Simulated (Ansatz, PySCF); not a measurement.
Species: sum formula BCl₂F, charge 0, multiplicity 1. SMILES: ClB(Cl)F
Structure (B3LYP-D3(BJ)/def2-TZVP (Ansatz, a program for electronic structure) minimum search):
```
B
F 1 1.3143
Cl 1 1.7469 2 119.19
Cl 1 1.7469 2 119.19 3 -180.00
```

Property: atomisation energy (electronic, to ground-state atoms), in kcal/mol. Cores are frozen in the correlated levels unless marked. UHF or UKS for open shells. No spin-orbit coupling. Non-relativistic. The coupled-cluster limit lacks core correlation, which all-electron functionals hold. CBS marks a two-point X^-3 extrapolation of the correlation energy; Hartree-Fock from the larger set.

| level | program | atomisation energy (kcal/mol) |
|---|---|---|
| HF/cc-pV(Q+d)Z | Ansatz | 283.3 |
| HF-D4/def2-TZVPD | PySCF + dftd4 | 290.8 |
| revPBE/def2-TZVPD | Ansatz | 365.8 |
| TPSS/def2-TZVPD | PySCF | 368.4 |

Question: Estimate the value at CCSD(T)/CBS(cc-pV(T+d)Z,cc-pV(Q+d)Z) as computed with Ansatz.

Answer: 371.2 kcal/mol
